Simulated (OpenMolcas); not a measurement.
## Computed transition rates of Ru+

```json
{"Program": "OpenMolcas 26.06", "Method": "MS-CASPT2, IPEA 0.25 Eh, imaginary shift 0.1 Eh (closed shells correlated: 4s 4p)", "Basis": "ANO-RCC-VTZP [7s6p4d2f1g]", "Scalar Hamiltonian": "DKH2, point nucleus", "Active space": "7 electrons in 5 orbitals (4d)", "State averaging": "2S+1 = 4 even, 10 roots; 2S+1 = 2 even, 40 roots", "Spin-orbit coupling": "RASSI with atomic mean-field integrals over the reference wave functions, term energies averaged over their components"}
```

Rates come from the transition moments of the reference wave functions (E1 and E2 in the length form). At fixed line strength A goes as λ^-3 for E1 and M1 and as λ^-5 for E2, so a rate at the computed wavelength can be rescaled to the measured one. Measured vacuum wavelengths follow from level energies in NIST Handbook of Basic Atomic Spectroscopic Data. Branching counts decays inside the model space alone, at computed energies, and the table is only a selection of the E2 and M1 lines, drawn from those between levels with measured partners whose computed energy lies within a factor of 1.5 of the measured one.

```csv
Upper,Lower,Type,λ computed (nm),λ measured (nm),A computed (s-1),A rescaled (s-1),Branching %
4d7 4F 7/2,4d7 4F 9/2,M1,6474,6566,1.24e-01,1.19e-01,100.0
4d7 4F 5/2,4d7 4F 7/2,M1,9912,10300,5.87e-02,5.23e-02,100.0
4d7 4P 1/2,4d7 4P 3/2,M1,9894,11160,4.12e-02,2.87e-02,74.7
4d7 4P 5/2,4d7 4F 9/2,E2,1039,1211,3.03e-02,1.41e-02,49.6
4d7 4F 3/2,4d7 4F 5/2,M1,15460,16390,1.73e-02,1.45e-02,100.0
4d7 4P 5/2,4d7 4F 7/2,M1,1237,1485,1.72e-02,,28.1
4d7 4P 3/2,4d7 4F 5/2,M1,1403,1671,1.49e-02,,45.1
4d7 4P 3/2,4d7 4F 7/2,E2,1229,1438,7.85e-03,3.58e-03,23.7
4d7 4P 1/2,4d7 4F 3/2,E2,1335,1595,7.11e-03,2.92e-03,12.9
4d7 4P 3/2,4d7 4F 3/2,M1,1543,1861,6.47e-03,,19.5
4d7 4P 1/2,4d7 4F 5/2,E2,1229,1453,6.40e-03,2.77e-03,11.6
4d7 4P 5/2,4d7 4F 5/2,M1,1414,1735,6.26e-03,,10.2
4d7 4P 5/2,4d7 4F 7/2,E2,1237,1485,4.11e-03,1.65e-03,6.7
4d7 4P 3/2,4d7 4F 5/2,E2,1403,1671,3.19e-03,1.33e-03,9.6
4d7 4P 5/2,4d7 4F 3/2,M1,1556,1941,2.81e-03,,4.6
```

Spin-changing lines and M1 lines between different terms are not rescaled, since their strength hangs on the term gaps too.

The largest correction is for 4d7 4P 5/2 → 4d7 4F 7/2 (E2): 4.11e-03 × (1237 / 1485)^5 = 1.65e-03 s-1, a factor of 0.40.

The computed rate and branching of 4d7 4F 7/2 → 4d7 4F 9/2 give the upper level a radiative lifetime of 1.000 / 1.24e-01 s-1 = 8.06e+00 s, counting decays inside the model space alone. The rescaled rate gives about 8.4e+00 s.

These are rates of the free ion; in crystals, glasses and complexes forced electric-dipole and non-radiative decay shorten such lifetimes by orders of magnitude. No measured rate stands beside these. Rescaling mends the energy factor alone: line strengths can still be far off where a level mixes with configurations outside the active space, and weak or spin-changing lines hang on small mixing coefficients that depend on the term gaps too, so rescaling need not improve them.

CASPT2 does not keep the components of a term degenerate, so their means are used; among the terms shown or strongly mixed into the levels shown the widest spread is 930 cm-1 (4d7 4F). Configurations with an s electron lie low at this charge and mix in, so terms can be misplaced. Some terms miss by over 15 % even with CASPT2, which points to a basis or an active space too small for the shells correlated. Measured partners are found by configuration, term and J. A level has none where our copy of the source lacks it or the pairing is in doubt (some pairs that miss far off the trend of their configuration count as doubtful). Only configurations of the active space appear.
